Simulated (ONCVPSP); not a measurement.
How hard is this lanthanum (La) ONCV potential?

```
Element                 : La
Generator               : ONCVPSP 4.0.1
Type                    : optimised norm-conserving Vanderbilt (ONCV)
Functional              : LDA (Perdew-Wang 92)
Relativity              : fully relativistic
Frozen core             : [Kr] 4d10
Valence charge          : 11
Reference configuration : 5s2 5p6 5d1 6s1 6p1
Partial waves           : 5s+6s: rc 2.45 bohr, ncon 5, nbas 9, qcut 3.7 1/bohr, 3 projectors, debl 2.6 Ha; 5p+6p: rc 3.30 bohr, ncon 3, nbas 7, qcut 4.3 1/bohr, 2 projectors; 5d: rc 2.70 bohr, ncon 5, nbas 8, qcut 3.8 1/bohr, 3 projectors, debl 1.9 Ha; f scattering state at 0.11 Ha: rc 3.30 bohr, ncon 5, nbas 10, qcut 3.7 1/bohr, 2 projectors, debl 2.5 Ha
Local potential         : polynomial inside 2.45 bohr (lpopt 5, dvloc0 4 Ha)
Core correction         : Teter function, fcfact 5.25, rcfact 1.2
```

Open shells are filled in proportion to 2j + 1.

In the f channel the program set the typed energies aside and used -0.205, 2.295 Ha (j = l + 1/2; the other j can differ).

Problem. For each optimised wave give the share of its norm inside rc, the residual kinetic energy above qcut (Ha) and the cutoffs (Ha) for errors of 10, 1, 0.1 and 0.01 mHa per electron.

Solution.

| wave | norm inside rc | residual KE | 10 mHa | 1 mHa | 0.1 mHa | 0.01 mHa |
| --- | --- | --- | --- | --- | --- | --- |
| 5s | 0.946 | 1.6e-03 | 4.7 | 9.8 | 34.3 | 39.9 |
| 6s | 0.073 | 8.2e-04 | 2.3 | 6.7 | 15.5 | 40.0 |
| s projector 3 | 0.150 | 2.3e-02 | 7.6 | 16.8 | 46.0 | 57.6 |
| 5p j=3/2 | 0.975 | 9.5e-09 | 3.8 | 5.1 | 6.3 | 7.1 |
| 6p j=3/2 | 0.079 | 1.0e-08 | 2.6 | 4.0 | 5.2 | 6.2 |
| 5p j=1/2 | 0.983 | 3.2e-08 | 4.1 | 5.4 | 6.5 | 7.5 |
| 6p j=1/2 | 0.098 | 6.3e-09 | 2.9 | 4.5 | 5.7 | 6.7 |
| 5d j=5/2 | 0.504 | 6.2e-05 | 4.1 | 5.6 | 7.1 | 10.9 |
| d projector 2 j=5/2 | 0.199 | 1.2e-03 | 5.6 | 7.4 | 11.5 | 15.5 |
| d projector 3 j=5/2 | 0.198 | 9.7e-03 | 7.1 | 8.0 | 17.5 | 44.7 |
| 5d j=3/2 | 0.523 | 9.2e-05 | 4.2 | 5.8 | 7.3 | 11.7 |
| d projector 2 j=3/2 | 0.203 | 1.5e-03 | 5.7 | 7.6 | 12.4 | 16.4 |
| d projector 3 j=3/2 | 0.199 | 1.2e-02 | 7.2 | 8.4 | 20.0 | 46.1 |
| f projector 1 j=7/2 | 0.986 | 4.9e-02 | 21.5 | 37.1 | 41.4 | 48.6 |
| f projector 2 j=7/2 | 0.215 | 4.6e-01 | 44.9 | 49.1 | 56.7 | 69.7 |
| f projector 1 j=5/2 | 0.987 | 4.9e-02 | 21.7 | 37.1 | 41.5 | 48.8 |
| f projector 2 j=5/2 | 0.215 | 4.6e-01 | 44.9 | 49.1 | 56.7 | 69.7 |

The occupied waves need 9.8 Ha and 34 Ha for 1 and 0.1 mHa. The cutoffs count occupied waves only; projector 2 of the f channel, the hardest unoccupied one, needs 49 Ha at the loose tolerance. Note: ghosts flagged at negative energy: f7/2 at -627.1 eV, f5/2 at -650.9 eV (a further GHOST(-) flag falls on a real empty level of the atom); GHOST(+) flagged for f5/2 at 318.7 eV, f7/2 at 318.8 eV, f5/2 at 491.5 eV, f7/2 at 491.8 eV. A true bound ghost makes a file unfit for plane-wave use.
